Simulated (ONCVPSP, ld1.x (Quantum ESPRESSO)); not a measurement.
## Potentials for fluorine (F) compared

Generated with ld1.x 7.5 (TM, RRKJ, ultrasoft, PAW), atompaw 4.2 or ONCVPSP 4.0.1. The cutoff is in Ry: for ld1.x and atompaw files where the sum of valence levels is converged to 10 mRy in a Bessel basis, for ONCV files where the hardest occupied wave has 1 mHa per electron of residual kinetic energy. The error is the largest all-electron minus pseudo excitation energy over each file’s own four to seven test configurations (ionisations up to +4, promotions, holes and added fractions of an electron), all of which were solved. The labels leave out finer settings (local radius, basis sizes, second energies), which also bear on the numbers. Spin-polarised tests are not counted. The rows are a selection from randomly drawn settings: files with unsolved tests, undetermined cutoffs or missed reference levels are left out.

A true bound ghost makes a file unfit for plane-wave use even where its test errors are small: the radial tests pick states by their node count and pass the ghost by.

| potential | cutoff (Ry) | largest error (meV) | bound ghosts |
| --- | --- | --- | --- |
| TM, Wu–Cohen, scalar-relativistic, rc 0.75/0.70/0.70 (spd), local p, core correction yes, reference 2s2 2p3 | 200 | +75 | none |
| ONCV, PBE, scalar-relativistic, rc 0.70/1.10/1.25 (spd), local smoothed, core correction yes, reference 2s1.75 2p5.25, qcut 8.2/11.4/7.7, projectors 2/2/1 | 385 | +389 | none |
| ONCV, PBE, scalar-relativistic, rc 0.40/1.70 (sp), local smoothed, core correction no, reference 1s2 2s2 2p3, qcut 39.8/9, projectors 2/3 | 1114 | +629 | none |
| ONCV, LDA (Perdew-Wang 92), scalar-relativistic, rc 0.70/1.30/0.95 (spd), local smoothed, core correction no, reference 2s2 2p5, qcut 7.2/10.9/10.5, projectors 2/2/2 | 406 | +648 | none |
| ONCV, PBE, scalar-relativistic, rc 0.75/1.05 (sp), local smoothed, core correction no, reference 2s2 2p5, qcut 8.5/10.2, projectors 2/2 | 284 | +1080 | none |

Question: Fill in the row for F: ONCV, PBEsol, scalar-relativistic, rc 0.55/0.95/0.85 (spd), local smoothed, core correction yes, reference 2s1.5 2p5.5, qcut 11.2/15.2/9.5, projectors 3/3/2.

Answer: cutoff 1479 Ry, largest error +15 meV, bound ghosts: s.

Question: Fill in the row for F: ONCV, PBE, non-relativistic, rc 0.80/1.80 (sp), local smoothed, core correction yes, reference 2s2 2p5, qcut 7.9/8.8, projectors 2/2.

Answer: cutoff 285 Ry, largest error +2286 meV, bound ghosts: none.

Question: Fill in the row for F: ONCV, PBE, non-relativistic, rc 0.60/1.50/1.40 (spd), local smoothed, core correction no, reference 2s1.5 2p5.5, qcut 12.5/10.3/8, projectors 2/2/3.

Answer: cutoff 207 Ry, largest error +411 meV, bound ghosts: s.
